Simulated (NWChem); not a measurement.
System: CH$_{3}$FN$_{2}$OSi; SMILES N[Si@H](F)OC#N

The following NWChem deck was run.

```
start job
memory heap 200 mb stack 900 mb global 1100 mb
geometry units angstroms noautosym nocenter noautoz
  N      0.646550     2.911113     0.283705
  C      0.095640     1.889088     0.262618
  O     -0.551382     0.785415     0.259856
  Si    -0.120841    -0.691581    -0.477296
  N     -1.154262    -1.865710     0.138743
  F      1.424489    -0.862117    -0.051279
  H     -0.222802    -0.588620    -1.942795
  H     -1.290291    -2.052214     1.124839
  H     -1.672262    -2.492439    -0.463446
end
basis spherical
  * library 6-31g*
end
dft
  xc xpbe96 cpbe96
  iterations 150
end
cosmo
  do_cosmo_smd true
  solvent cychexon
end
task dft energy
```

The geometry was optimised at PBE0/def2-SVP. Solvent: cyclohexanone.

Level: PBE/6-31G* with SMD (1 M gas to 1 M solution), gas-phase geometry. Reactions with the solvent are ignored.

Question: Give the results of this calculation. (PBE/6-31G* (spherical d), SMD on the gas-phase geometry.) Quantities: solvation free energy (kcal/mol); cavity-dispersion-structure term (kcal/mol); dipole in solution (D).

Answer: The solvation free energy (kcal/mol) comes out as -6.9 and the cavity-dispersion-structure term (kcal/mol) is 3.5. The dipole in solution (D) is 7.82.
